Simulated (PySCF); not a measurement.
Species: C5H3N2S (charge -1).
SMILES with atom numbers: `[CH3:1][C:2](=[S:3])[C-:4]([C:5]#[N:6])[C:7]#[N:8]` (hydrogens: H9, H10, H11 on C1)

Geometry (GFN2-xTB, Å), atoms numbered from 1 in this order:
```xyz
11
C5H3N2S angstrom
C     -1.5785   -0.2032    0.0492
C     -0.1813   -0.7237    0.2602
S      0.0136   -2.2811    0.8327
C      0.8762    0.1356   -0.0391
C      0.6425    1.4247   -0.5149
N      0.4441    2.4934   -0.9095
C      2.2224   -0.2055    0.1058
N      3.3486   -0.4352    0.2063
H     -1.7262    0.0816   -0.9945
H     -1.7518    0.6847    0.6608
H     -2.3043   -0.9686    0.3169
```

Computed with TDDFT PBE0/def2-SVPD, vertical, gas phase, core orbitals frozen in the response (PySCF).

Excitation energies and transition dipoles (atomic units, axes of the coordinates) of those of the lowest 8 singlets that add 0.02 au or more to the mean polarisability:

| state | ΔE (hartree) | μx | μy | μz |
| --- | --- | --- | --- | --- |
| S2 | 0.1533 | -0.864 | -1.592 | 0.570 |
| S4 | 0.1855 | -0.592 | -0.009 | -0.002 |
| S5 | 0.1862 | 0.003 | -0.133 | -0.363 |
| S6 | 0.1867 | 0.315 | 0.008 | 0.004 |
| S7 | 0.2023 | 0.360 | 0.260 | -0.090 |
| S8 | 0.2093 | 0.004 | -0.089 | -0.245 |

**Question.** What does each state add to αxx, αyy and αzz, and how do the sums compare with the full static tensor?

**Answer.** Each state adds 2 μα² / ΔE.

```csv
state,αxx (au),αyy (au),αzz (au)
S2,9.73,33.06,4.24
S4,3.77,0.00,0.00
S5,0.00,0.19,1.42
S6,1.06,0.00,0.00
S7,1.28,0.67,0.08
S8,0.00,0.08,0.57
all 8 states,15.9,34.0,6.3
full response,114.6,134.0,73.9
share (%),14,25,9
```

The rest comes from the higher roots of the same response equations.

**Question.** Give the full tensor and its principal values.

**Answer.** In au, rows and columns x, y, z:
```
x   114.6   8.6  -2.4
y     8.6 134.0 -25.2
z    -2.4 -25.2  73.9
```
Principal values 64.7, 112.1 and 145.7 au; mean 107.5 au (15.93 Å³).

**Question.** By how much does the contribution of these states grow at 1064 nm?

**Answer.** With ω = 0.0428 hartree each state's term in the mean polarisability goes from f / ΔE² to f / (ΔE² − ω²), f = (2/3) ΔE |μ|²; the sum over all 8 states goes from 18.73 to 20.22 au, a rise of 1.49 au.

A one-level model with all 40 active electrons at a single energy would need ΔE = √(N/α) = 16.6 eV to give this α, against S1 at 3.10 eV.

One conformer stands for the species.
